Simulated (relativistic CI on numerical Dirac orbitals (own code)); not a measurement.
**One change at a time: Ge23+**

Base calculation: Dirac-Coulomb-Breit CI, separate exchange-only KLI orbitals for each configuration, a model potential for QED, unscaled Slater integrals.

Configurations in the expansion (outside the closed core 1s2): 2s²2p⁵, 2s2p⁶, 2p⁶3s, 2p⁶3p, 2p⁶3d, 2s²2p⁴3s, 2s²2p⁴3p, 2s²2p⁴3d, 2s2p⁵3s, 2s2p⁵3p, 2s2p⁵3d, 2s²2p⁴4s, 2s²2p⁴4p, 2s²2p⁴4d, 2s²2p⁴4f, 2s2p⁵4s, 2s2p⁵4p, 2s²2p³3s², 2s2p⁵4d, 2s2p⁵4f, 2s²2p⁴5s, 2s²2p⁴5p, 2s²2p⁴5d, 2s²2p³3s3p, 2s²2p⁴5f, 2s²2p⁴5g, 2s²2p³3p², 2s²2p³3s3d, 2s²2p³3p3d, 2s2p⁴3s², 2s2p⁴3s3p, 2s²2p³3d², 2s2p⁵5s, 2s2p⁵5p, 2s2p⁴3p², 2s2p⁵5d. Levels of other configurations are missing.

Variants: (1) P86 correlation estimate; (2) configuration mixing switched off; (3) non-relativistic limit. Shifts of the energy above 2s²2p⁵ ²P°3/2, in eV, for the lowest level and the first level of each name with at least 55 % of one term (blank where a level changes its place among those of its configuration and J or its character, or is not in the variant):

```tsv
Level	Base	Δ(1)	Δ(2)	Δ(3)
2s²2p⁵ ²P°3/2	0.00	0.00	0.00	0.00
2s²2p⁵ ²P°1/2	32.64	0.00	0.00	-32.64
2s2p⁶ ²S1/2	189.97	+0.32	+0.42	-38.33
2s²2p⁴3s ⁴P5/2	1295.72	+1.47	-0.03	+7.66
2s²2p⁴3s ²P3/2	1300.12	+1.47	+0.02	
2s²2p⁴3s ⁴P3/2	1326.47	+1.47	+0.06	
2s²2p⁴3s ²P1/2	1329.95	+1.47	+0.20	-20.02
2s²2p⁴3s ²D5/2	1338.83	+1.47	+0.03	-17.06
2s²2p⁴3s ²D3/2	1339.95	+1.47	+0.04	-18.18
2s²2p⁴3p ²P°1/2	1345.30	+1.63	+0.72	
2s²2p⁴3p ⁴D°7/2	1346.59	+1.63	-0.50	-1.57
2s²2p⁴3p ⁴P°1/2	1366.44	+1.63	+0.25	
2s²2p⁴3p ⁴D°5/2	1375.89	+1.63		
2s²2p⁴3s ²S1/2	1377.09	+1.47	+3.81	-37.44
2s²2p⁴3p ²F°5/2	1380.35	+1.63	-0.47	-19.50
2s²2p⁴3p ²F°7/2	1387.98	+1.63	-0.48	-27.14
2s²2p⁴3d ⁴D5/2	1397.14	+1.33	-0.38	-5.99
2s²2p⁴3d ⁴D7/2	1397.83	+1.33	-0.50	-6.69
2s²2p⁴3d ⁴F9/2	1401.09	+1.33	-0.82	-3.27
2s²2p⁴3d ²F7/2	1402.30	+1.33	-0.75	
2s²2p⁴3d ⁴D1/2	1426.15	+1.33	-0.33	
2s²2p⁴3d ²P3/2	1435.70	+1.33	-0.41
```

At this charge energies of transitions that change n are usually good to better than 1 %, and those within a shell (Δn = 0) to a few per cent.

Ionisation energy from the two ground configurations alone: base 2300.49 eV; P86 correlation estimate 2302.21 eV. The NIST ASD value (semi-empirical) is 2304 eV.

LS names give the leading component of a level, which can be under half, so a name can repeat, a term be missing and a line seem to break the LS rules.
